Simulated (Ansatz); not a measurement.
Reaction (ligand exchange at a B–S bond): `B[S][GeH3]` + `N[SiH]([SiH3])S` → `BN[SiH]([SiH3])S` + `[SH][GeH3]`

Calculated with Ansatz (gas phase, PBE0-D4/def2-TZVP geometries, no zero-point term in ΔE). CCSD(T)/CBS adds triple-zeta CCSD(T) − MP2 to the extrapolated MP2 energy (def2 sets, frozen cores). Functionals use def2-TZVPP. B3LYP here is the variant with VWN-RPA as its local correlation; programs differ in this. For Ge outer-core shells are correlated without core-valence functions, which leaves a few kJ/mol of doubt a bond. Scalar relativity is left out up to krypton. Each species was taken in one conformer, which may not be the lowest.

Problem. Is it downhill or uphill in electronic energy at CCSD(T)/CBS, and by how much? (Estimate.)

Solution. Computed: Downhill: ΔE = -11.4 kcal/mol.

Problem. What do these levels give: PBE0-D4, B3LYP-D4, r2SCAN, PBE0, B3LYP, HF/def2-TZVPP, MP2/def2-TZVPP, SCS-MP2/def2-TZVPP, HF/def2-QZVPP, MP2/def2-QZVPP, MP2/CBS(def2), CCSD/CBS(def2)? (Estimate.)

Solution. Computed: PBE0-D4 -10.9, B3LYP-D4 -12.0, r2SCAN -10.5, PBE0 -10.6, B3LYP -11.5, HF/def2-TZVPP -12.4, MP2/def2-TZVPP -11.5, SCS-MP2/def2-TZVPP -12.0, HF/def2-QZVPP -12.6, MP2/def2-QZVPP -11.2, MP2/CBS(def2) -10.9, CCSD/CBS(def2) -11.7 kcal/mol.

Largest T1 diagnostic among the species: 0.014.
